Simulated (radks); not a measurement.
Values are calculated unless marked as measured or tabulated.
All-electron atom: V7+ in [Ne] 3s2 3p4. Code: a radial shooting solver on a logarithmic mesh with Libxc functionals. Model: Dirac Kohn-Sham, relativistic LDA (MacDonald-Vosko exchange, VWN5 correlation), spin-unpolarised, spherical densities, finite nucleus; open shells fill j = l - 1/2 first; Fermi nuclear charge, rms radius 3.6002 fm.

Spin-orbit splittings of the eigenvalues, e(l+1/2) - e(l-1/2), with zeta = 2 splitting/(2l+1) and mean radii in bohr:

| shell | occ. | splitting (eV) | zeta (eV) | <r> j=l-1/2 | <r> j=l+1/2 |
|---|---|---|---|---|---|
| 2p | 6 | 7.097 | 4.731 | 0.2717 | 0.2745 |
| 3p | 4 | 1.106 | 0.7375 | 0.8887 | 0.8942 |
| 3d | 0 | ? | ? | 0.8951 | 0.8964 |

Estimate the 3d splitting.

Answer. 0.1469 eV (zeta = 0.05874 eV).
